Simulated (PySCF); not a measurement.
**Mayer bond orders and bond lengths**

Compound: C4H10FNSi2.
Atom-mapped SMILES: `[CH2:1]=[N:2][SiH2:3][CH2:4]/[CH:5]=[C:6](/[F:7])[SiH3:8]` (hydrogens: H9, H10 on C1; H11, H12 on Si3; H13, H14 on C4; H15 on C5; H16, H17, H18 on Si8)

Structure used (GFN2-xTB), in Å, numbered top down from 1:
```
atom  x, y, z in Å
C1     1.4295   -2.1160   -0.3581
N2     0.9119   -1.2640   -1.1073
Si3    1.3401    0.3029   -1.6667
C4    -0.0059    1.4249   -0.8917
C5     0.0784    1.3962    0.5834
C6    -0.7057    0.6733    1.3753
F7    -0.4221    0.7164    2.7201
Si8   -2.1743   -0.4488    0.9896
H9     2.4103   -2.0203    0.1155
H10    0.8909   -3.0374   -0.1477
H11    1.1652    0.2082   -3.1132
H12    2.6664    0.8390   -1.3288
H13    0.1459    2.4411   -1.2537
H14   -0.9827    1.0841   -1.2264
H15    0.8777    1.9772    1.0304
H16   -1.7015   -1.8194    0.7864
H17   -2.8753    0.0356   -0.1999
H18   -3.0575   -0.3865    2.1546
```

Bond orders from the PBE0/pcSseg-1 density (PySCF). Geometry: GFN2-xTB, one conformer, isolated molecule. GFN2-xTB frequencies show an imaginary mode (37i cm⁻¹), so this geometry is no minimum at that level.

How far do the computed orders between heavy atoms stray from the drawn ones?

The largest departure is 0.172, at C5–C6 (drawn double, 1.828). Drawn single, order below 0.88: Si3–C4 (0.869) and C6–F7 (0.858).

Give the Mayer order of every bond between heavy atoms, beside its length.

| bond | drawn as | length (Å) | Mayer order |
| --- | --- | --- | --- |
| C1–N2 | double | 1.247 | 1.948 |
| N2–Si3 | single | 1.718 | 0.983 |
| Si3–C4 | single | 1.916 | 0.869 |
| C4–C5 | single | 1.478 | 1.051 |
| C5–C6 | double | 1.328 | 1.828 |
| C6–F7 | single | 1.375 | 0.858 |
| C6–Si8 | single | 1.888 | 0.888 |

Bonds between the same two heavy elements. C–Si: all 2 within 0.02 of one another (0.869 to 0.888). C–C: lowest C4–C5 (1.051, 1.478 Å), highest C5–C6 (1.828, 1.328 Å).

And the bonds to hydrogen?

C–H: 0.93 to 0.94 (5 bonds); H–Si: 0.89 to 0.94 (5 bonds).

Sum the orders of all bonds at each heavy atom with more than one neighbour and set the sums beside the valence in the SMILES.

C1 3.813 (drawn 4), N2 2.931 (drawn 3), Si3 3.678 (drawn 4), C4 3.795 (drawn 4), C5 3.819 (drawn 4), C6 3.574 (drawn 4), Si8 3.702 (drawn 4). Orders between atoms that aren't bonded are not in these sums.

For a closed shell the Mayer order of atoms A and B is Σ (PS)μν (PS)νμ over the basis functions μ on A and ν on B, with P the density and S the overlap matrix.
